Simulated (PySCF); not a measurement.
# What a mistake does to a calculation on H4O2Si2

All numbers below are calculated, not measured. They come from PySCF 2.14.0, an open-source quantum chemistry program, on an isolated molecule that a program drew, which may never have been made. The molecule is H4O2Si2 (charge 0, singlet), drawn as the SMILES string `O[Si][SiH2]O`.

Each row is a Hartree-Fock (HF) and frozen-core CCSD(T) single point in the cc-pV(D+d)Z basis, meant for a local HF minimum. Run 1 is clean. Each other run has one planted mistake out of seven kinds, and not every kind appears here: one electron removed, one electron added, multiplicity raised by two, geometry at a saddle point, minimal basis STO-3G, one bond length entered in bohr, all coordinates scaled. The reference is restricted for singlets and unrestricted otherwise, and also for a bond in bohr. Adding or removing an electron swaps singlet and doublet. Electrons count all cores. HOMO and LUMO are orbital energies over both spins, the gradient is its largest component, and the lowest frequency (negative if imaginary) is given only where the gradient is small. Bond lengths are over the 7 bonds as drawn. T1 is the CCSD diagnostic: over 0.02 (restricted) or 0.045 (unrestricted) a single reference is doubtful.

Geometry of the clean run:
```xyz
8
H4O2Si2, angstrom
O    -2.5321   -2.6424   -1.8110
Si   -2.7195   -1.0241   -1.5107
Si   -1.5288   -0.8705    0.6249
O    -0.6011    0.5068    0.5580
H    -2.0386   -3.2148   -1.2410
H    -2.4700   -0.8024    1.7793
H    -0.6684   -2.0655    0.8821
H    -0.1144    0.7723    1.3241
```

```
run  electrons  basis functions  <S^2>  HOMO (eV)  LUMO (eV)  gradient (hartree/bohr)  lowest frequency (cm^-1)  mean bond (Å)  longest bond (Å)      T1  HF (hartree)  CCSD(T) (hartree)                     mistake
  1         48               94  0.000      -8.22       0.98                  4.4e-06                        25         1.5209             2.450  0.0162    -729.95962         -730.56847                    no fault
  2         48               94  0.000      -8.47       0.67                  4.3e-02                         -         1.6046             2.585  0.0184    -729.93882         -730.55820      all coordinates scaled
  3         48               94  2.016      -7.21       0.31                  2.7e-02                         -         1.5209             2.450  0.0218    -729.92375         -730.50987  multiplicity raised by two
  4         49               94  0.769      -0.53       7.73                  5.4e-02                         -         1.5209             2.450  0.0171    -729.95030         -730.56399                           ?
  5         48               94  0.928      -8.66       0.54                  2.0e-02                         -         1.6411             2.450  0.0650    -729.82681         -730.42695                           ?
```

**Which mistake was planted in run 4, and what did it cost?**

It counts 49 electrons, one more than the clean run, at the same geometry and basis. So the mistake is: one electron added. Subtracting run 1 and multiplying by 627.51 kcal/mol a hartree, the energy moved by 5.8 kcal/mol in HF and 2.8 kcal/mol in CCSD(T).

**Which mistake was planted in run 5, and what did it cost?**

The mean bond changes by a factor of 1.079 and the longest by 1.000, so the molecule wasn't scaled as a whole. A length L in bohr read as angstrom grows by (1/0.5292 - 1) L = 0.890 L. The 7 bonds together grew by 7 x 0.1202 = 0.841 Å, which gives L = 0.946 Å. That is the length of one of the H-O bonds, 0.946 Å in the clean geometry. So the mistake is: one bond length entered in bohr. Subtracting run 1 and multiplying by 627.51 kcal/mol a hartree, the energy moved by 83.3 kcal/mol in HF and 88.8 kcal/mol in CCSD(T).

Cautions from the logs. Run 4: the added electron raises the CCSD(T) energy, so it isn't bound in this basis; run 5: T1 is over the limit, so its CCSD(T) energy is less reliable.
